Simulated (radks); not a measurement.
Species: Lu XII. Configuration: [Kr] 4d10 4f(5/2: 6, 7/2: 5) 5s2 5p(1/2: 1, 3/2: 0) (not the ground configuration).

All-electron calculation, Dirac Kohn-Sham, PBE, spin-unpolarised, spherical densities, finite nucleus; Fermi nuclear charge, rms radius 5.37 fm. Program: a radial shooting solver on a logarithmic mesh with Libxc functionals.

Energy parts (hartree):
| part | energy |
|---|---|
| total | -14541.4670 |
| kinetic | 16209.1149 |
| electron-nucleus | -35692.6202 |
| Hartree | 5236.4786 |
| exchange-correlation | -294.4402 |

Orbitals (lengths in bohr, moments of r in powers of bohr; r(max) is where P^2 peaks; r(90%) holds 90 % of the orbital's charge):
orbital  occ.  eigenvalue (hartree)  r(90%)   r(max)
1s1/2       2             -2328.367  0.0351  0.01213
2s1/2       2             -402.6179   0.127  0.06950
2p1/2       2             -384.7044   0.112  0.05192
2p3/2       4             -343.6347   0.122  0.05845
3s1/2       2             -97.29654   0.312   0.1960
3p1/2       2             -89.35768   0.304   0.1838
3p3/2       4             -80.59604   0.323   0.1973
3d3/2       4             -67.09870   0.296   0.1552
3d5/2       6             -65.18580   0.301   0.1589
4s1/2       2             -25.50798   0.683   0.4458
4p1/2       2             -22.26351   0.700   0.4464
4p3/2       4             -20.23940   0.745   0.4747
4d3/2       4             -14.88413   0.795   0.4732
4d5/2       6             -14.50780   0.810   0.4821
4f5/2       6              -7.83706   0.972   0.4521
4f7/2       5              -7.76808   0.981   0.4565
5s1/2       2              -8.86676    1.46   0.9793
5p1/2       1              -7.77757    1.56    1.030
5p3/2       0              -7.35815    1.64    1.089

The highest occupied level is 4f7/2 at -211.38 eV. Summed over all electrons, <r^2> = 15.10 bohr^2, which gives a Langevin (diamagnetic) susceptibility term of -12 x 10^-6 cm^3/mol.
